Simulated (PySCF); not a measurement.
C4H4N2OS.
Z-matrix (Å and degrees, PBE0-D3(BJ)/def2-SVP geometry), rows numbered from 1:
```
C 
C   1  1.5021
O   2  1.2039  1  123.71
C   2  1.5083  1  115.78  3  -179.85
N   4  1.3674  2  120.51  1     1.12
C   5  1.2996  4  108.89  2   179.95
S   6  1.7211  5  111.83  4     0.05
N   4  1.3135  2  120.45  1  -178.94
H   1  1.1005  2  110.44  3  -123.26
H   1  1.0961  2  109.15  3    -1.48
H   1  1.1007  2  110.13  3   119.93
H   6  1.0930  5  124.50  4  -179.89
```

Level of theory: core-valence-separated Tamm–Dancoff BHandHLYP/aug-pcX-1 (pcseg-1 on H, def2-SVPD on S) in PySCF, non-relativistic, gas phase, PBE0-D3(BJ)/def2-SVP geometry. The energies are unshifted.

Problem. Give energies, oscillator strengths and core holes at the C K edge.

Solution. 
```
E (eV)       f  core hole on                 main final orbital                        polarisation
283.36  0.0657            C2                        LUMO (48 %)  normal to the local trigonal plane
283.48  0.0679            C6                      LUMO+1 (46 %)  normal to the local trigonal plane
283.76  0.0568            C4                        LUMO (75 %)  normal to the local trigonal plane
283.99  0.0004            C1                        LUMO (77 %)                                   –
285.73  0.0166            C1  LUMO+1/LUMO+3 (2 roots, f summed)                                   –
286.56  0.0293            C1                             spread                                   –
286.70  0.0249            C1                      LUMO+6 (40 %)                                   –
286.86  0.0016            C4                      LUMO+1 (86 %)  normal to the local trigonal plane
286.98  0.0056            C1                      LUMO+2 (65 %)                                   –
287.16  0.0295            C6                      LUMO+2 (51 %)         in the local trigonal plane
287.32  0.0015            C1                      LUMO+7 (36 %)                                   –
287.41  0.0006            C6                        LUMO (52 %)                                   –
287.62  0.0026            C1                      LUMO+3 (30 %)                                   –
287.96  0.0063            C2                        LUMO (51 %)  normal to the local trigonal plane
287.96  0.0082            C4                      LUMO+2 (52 %)         in the local trigonal plane
288.01  0.0234            C6                      LUMO+3 (37 %)         in the local trigonal plane
288.01  0.0009            C1                             spread                                   –
288.09  0.0040            C1                      LUMO+5 (61 %)                                   –
```

The first line with a tenth or more of the strongest one's intensity is at 283.36 eV (f = 0.066), with the hole on C2 (ketone carbonyl carbon), polarised normal to the local trigonal plane: a 1s→π* resonance. The strongest listed is at 283.48 eV (f = 0.068; C6, 1s→π*).

Problem. What does the N 1s absorption edge look like?

Solution. 
| E (eV) | f | core hole on | main final orbital |
| --- | --- | --- | --- |
| 396.57 | 0.0541 | N8 | LUMO (87 %) |
| 396.96 | 0.0583 | N5 | LUMO+1 (76 %) |
| 399.14 | 0.0026 | N5 | LUMO (90 %) |
| 399.30 | 0.0432 | N8 | LUMO+2 (39 %) |
| 401.14 | 0.0000 | N8 | LUMO+1 (97 %) |
| 401.18 | 0.0100 | N5 | LUMO+2 (62 %) |
| 401.61 | 0.0012 | N5 | LUMO+3 (68 %) |
| 402.37 | 0.0009 | N8 | LUMO+3 (44 %) |
| 402.53 | 0.0097 | N8 | LUMO+5 (45 %) |
| 402.55 | 0.0011 | N5 | LUMO+4 (46 %) |
| 402.70 | 0.0036 | N5 | LUMO+5 (36 %) |

The first line with a tenth or more of the strongest one's intensity is at 396.57 eV (f = 0.054), with the hole on N8 (pyridine-type nitrogen). The strongest listed is at 396.96 eV (f = 0.058; N5).

Problem. List the oxygen K-edge absorption lines.

Solution. 
```csv
E (eV),f,core hole on,main final orbital,polarisation
528.02,0.0494,O3,LUMO (50 %),normal to the local trigonal plane
533.09,0.0017,O3,LUMO (48 %),normal to the local trigonal plane
533.89,0.0003,O3,LUMO+3 (54 %),–
534.34,0.0003,O3,LUMO+2 (70 %),–
534.80,0.0012,O3,LUMO+4 (47 %),in the local trigonal plane
534.94,0.0012,O3,spread,in the local trigonal plane
535.08,0.0004,O3,LUMO+6 (76 %),–
```

The first line with a tenth or more of the strongest one's intensity is at 528.02 eV (f = 0.049), with the hole on O3 (ketone oxygen), polarised normal to the local trigonal plane: a 1s→π* resonance. It is also the strongest listed.

Roots within 0.03 eV whose holes lie on the same, on equivalent or on shared atoms are summed into one line, and the highest roots are left out, as the search may have cut off their partners. Final orbitals are the ground state's empty Kohn–Sham orbitals. A dash: too weak, shared between unlike atoms, or no plane or axis to refer to.

Problem. What length of transition dipole belongs to the line at 283.48 eV?

Solution. From f = (2/3) ΔE |μ|² in atomic units, with ΔE = 10.418 Eh and f = 0.0679: |μ| = 0.099 au = 0.25 D.

Only the lowest roots of each edge were sought.

Time: 26 s wall; peak memory 1.1 GiB. Hardware: an INTEL XEON PLATINUM 8581C at 2.30 GHz with one thread, on a shared host.

One conformer stands for the species.
